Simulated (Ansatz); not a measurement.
Start from `C=CCS` and change one atom or group to get `C=CC[O][AlH2]`.

Ansatz, PBE0-D4/def2-TZVP geometries, multiplicity 1. Each molecule was computed in one conformer, which needn't be the lowest.

| property | `C=CCS` |
| --- | --- |
| size of the dipole moment (ωB97M-V/def2-TZVPP) / D | 1.38 |
| HOMO–LUMO gap (PBE0/def2-TZVPP) / eV | 6.70 |
| LUMO energy (PBE0/def2-TZVPP) / eV | -0.14 |
| LUMO energy (B3LYP/def2-TZVPP) / eV | -0.37 |
| HOMO energy (B3LYP/def2-TZVPP) / eV | -6.59 |
| size of the dipole moment (PBE/def2-TZVPP) / D | 1.37 |

(1) Give the same properties after the change, and the shifts. (An estimate is asked.)

## Answers

(1) Computed: 
```csv
property,`C=CC[O][AlH2]`,shift
size of the dipole moment (ωB97M-V/def2-TZVPP) / D,0.81,-0.57
HOMO–LUMO gap (PBE0/def2-TZVPP) / eV,6.73,0.03
LUMO energy (PBE0/def2-TZVPP) / eV,-0.98,-0.84
LUMO energy (B3LYP/def2-TZVPP) / eV,-1.20,-0.83
HOMO energy (B3LYP/def2-TZVPP) / eV,-7.49,-0.90
size of the dipole moment (PBE/def2-TZVPP) / D,0.78,-0.59
```

Dipoles are sizes alone; their direction can turn.

B3LYP here is the variant with VWN-RPA as its local correlation; programs differ in this.
